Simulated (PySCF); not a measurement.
# Two-component Hartree-Fock for Ta⁴²⁺ (tantalum, charge +42)

Start: [Ar] 3d10 4s2 4p1; 4p1/2 filled at m_j = +1/2. Calculated with PySCF 2.14 in an even-tempered Gaussian basis (16 s from 5.3 bohr⁻², ratio 2.8; 13 p from 6.9 bohr⁻², ratio 2.8; 8 d from 12 bohr⁻², ratio 2.8; 4 f from 29 bohr⁻², ratio 3): generalised Hartree-Fock with the X2C-1e Hamiltonian and a Gaussian nucleus; one run each with spin-orbit coupling (SO) switched off, then screened by Boettger's factors.

```
spinor shell  electrons  ε, spin-free (eV)  ε, screened SO (eV)  weight of nominal j (screened SO)  rms radius, screened SO (bohr)
       1s1/2          2           -69806.1             -69784.7                              1.000                          0.0211
       2s1/2          2           -13782.3             -13774.7                              1.000                          0.0852
       2p1/2          2           -12330.5             -13239.5                              1.000                          0.0725
       2p3/2          4           -12330.5             -11957.9                              1.000                          0.0798
       3s1/2          2            -4659.3              -4656.1                              1.000                           0.216
       3p1/2          2            -4216.4              -4423.1                              1.000                           0.206
       3d3/2          4            -3715.2              -3751.4                              1.000                           0.193
       3d5/2          6            -3715.2              -3687.4                              1.000                           0.197
       4s1/2          2            -2187.8              -2186.8                              1.000                           0.453
       4p1/2          1            -2043.2              -2107.5                              1.000                           0.441
```

Q: Where does 3p3/2 lie, and what is the 3p spin-orbit splitting (screened SO)?

A: At -4128.8 eV, 294.33 eV above 3p1/2.

```
   quantity     spin-free   screened SO
E (hartree)  -14437.24019  -14456.32323
        M_J           1/2           1/2
       ⟨J²⟩         1.103         0.751
       ⟨L²⟩         2.004         2.053
       ⟨S²⟩         0.751         0.800
```

Each row is a mean over spinors that exchange with the open shell spreads, by up to 6.714 eV (3p1/2).

Breit and QED terms are absent; they matter most for the inner s and p1/2 levels.

Densities and radii are taken from the X2C orbitals without a picture-change correction, which distorts them close to the nucleus.

Without spin-orbit coupling the j labels of p, d and f shells carry no meaning; the spin-free column gives the mean over the occupied spinors of each nl shell, and its ⟨J²⟩ belongs to a mixture of degenerate components.
